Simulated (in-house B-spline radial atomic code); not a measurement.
# Response and correlation of the rubidium ion Rb⁹⁺

Closed shell [Ar] 3d10. Computed with a B-spline radial code for spherical atoms: Dirac-Hartree-Fock, relativistic RPA (time-dependent Dirac-Hartree-Fock) for the response and second-order many-body perturbation theory for correlation, no-pair Dirac-Coulomb Hamiltonian, finite nucleus.

Command:
```bash
python run_mb.py task.json out
```
Settings (nuclear radius in fm, box in bohr, cutoff in hartree):
```
basis_form          2
Z                   37
core_configuration  [Ar] 3d10
rms_radius          4.2036
mass_number         85
speed_of_light      137.036
box_radius          7.132
lmax                7
intervals           61
virtual_cutoff      34225.0
```

Time taken, with all properties: 5 s on 1 thread of Intel(R) Xeon(R) 6975P-C, with other jobs on the host.

| multipole (bohr³, bohr⁵, bohr⁷) | uncoupled | coupled RPA |
| --- | --- | --- |
| dipole | 0.15729 | ? |
| quadrupole | 0.080532 | 0.090417 |
| octupole | 0.067944 | 0.076687 |

**Question.** What is the coupled dipole polarisability?

**Answer.** 0.15757 atomic units, +0 % against the uncoupled value.

**Question.** Which subshells carry the dipole polarisability?

**Answer.** 3d5/2 53.3 %, 3d3/2 35.0 %, 3p3/2 6.8 %.

**Question.** What does the dipole shielding factor come to?

**Answer.** The dipole shielding factor is 0.757, against the exact N/Z = 28/37 = 0.757 of the non-relativistic theorem.

Dipole polarisability at imaginary frequency:

```
u (Eh)  α(iu) (bohr³)
     0         0.1576
 0.632         0.1565
  1.58         0.1511
  3.16         0.1357
  4.74         0.1177
  6.32         0.1006
  9.49        0.07337
  12.6        0.05495
  15.8        0.04198
  22.1        0.02665
  31.6        0.01551
  47.4        0.00798
  63.2       0.004877
  94.9       0.002383
   158      0.0009423
   316      0.0002545
```

**Question.** What dispersion coefficients follow for two such ions (the dispersion part alone)?

**Answer.** C6 = (3/π)∫α(iu)²du = 0.1656 hartree·bohr⁶ and C8 = 0.4632 hartree·bohr⁸.

Lowest J = 1 odd-parity excitations:

```json
{"energy (eV)": "126.35", "oscillator strength": "0.00362", "leading channel": "3d5/2 → p3/2", "weight": "0.449"}
{"energy (eV)": "128.69", "oscillator strength": "0.483", "leading channel": "3d3/2 → p1/2", "weight": "0.656"}
{"energy (eV)": "129.64", "oscillator strength": "0.104", "leading channel": "3d3/2 → p3/2", "weight": "0.723"}
{"energy (eV)": "189.96", "oscillator strength": "0.00977", "leading channel": "3d5/2 → f5/2", "weight": "0.724"}
{"energy (eV)": "191.48", "oscillator strength": "0.163", "leading channel": "3d5/2 → f7/2", "weight": "0.472"}
{"energy (eV)": "194.2", "oscillator strength": "1.61", "leading channel": "3d3/2 → f5/2", "weight": "0.683"}
{"energy (eV)": "195.11", "oscillator strength": "0.0822", "leading channel": "3d5/2 → p3/2", "weight": "0.851"}
{"energy (eV)": "196.35", "oscillator strength": "0.153", "leading channel": "3d3/2 → p1/2", "weight": "0.738"}
```

Second-order correlation energy by the highest angular momentum of the excited pair (hartree): s -0.02209, p -0.1947, d -0.5489, f -0.4669, g -0.1621, h -0.07081, i -0.0325, k -0.01658.

**Question.** What is the second-order correlation energy at the partial-wave limit?

**Answer.** The listed waves sum to -1.5145 hartree; extrapolating the increments as (l + 1/2)⁻⁴ gives -1.5484 hartree, -1.5 eV per electron.
